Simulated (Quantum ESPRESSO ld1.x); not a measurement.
The numbers below are computed, except where a source is named.
Task: Cr4+, configuration [Ar] 3d2 (the NIST ground configuration). Code: ld1.x of Quantum ESPRESSO 7.5. Model: scalar-relativistic Kohn-Sham, PBE, spin-unpolarised, spherical densities, point nucleus. Some entries of the table are withheld. Estimate them.

orbital,occ.,eigenvalue (eV),r(max) (bohr)
1s,2,-5942.24,0.042
2s,2,(1),0.244
2p,6,-623.605,0.198
3s,2,-132.784,0.766
3p,6,-103.470,0.785
3d,2,(2),0.766
4s,0,(3),(4)
4p,0,-33.3096,2.26

Result: 
(1) 2s eigenvalue (eV): -730.199
(2) 3d eigenvalue (eV): -57.9988
(3) 4s eigenvalue (eV): -40.6823
(4) 4s r(max) (bohr): 2.05
